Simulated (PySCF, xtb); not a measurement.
Si(Cl)2(NH2)2 (Cl₂H₄N₂Si), SMILES N[Si](N)(Cl)Cl.

GFN2-xTB (xtb 6.7.1) at its own geometry gives an orbital gap of 7.23 eV and a dipole moment of 2.75 D.

Coordinates come from a B3LYP-D3(BJ)/def2-SVP optimisation. Other conformers were not sampled.

Task: What does CAM-B3LYP/def2-TZVP (PySCF) give? (The exact figures need the calculation; the answer reports its results.)

Result: gap 10.79 eV (levels -9.44 and 1.35 eV), dipole 2.38 D.
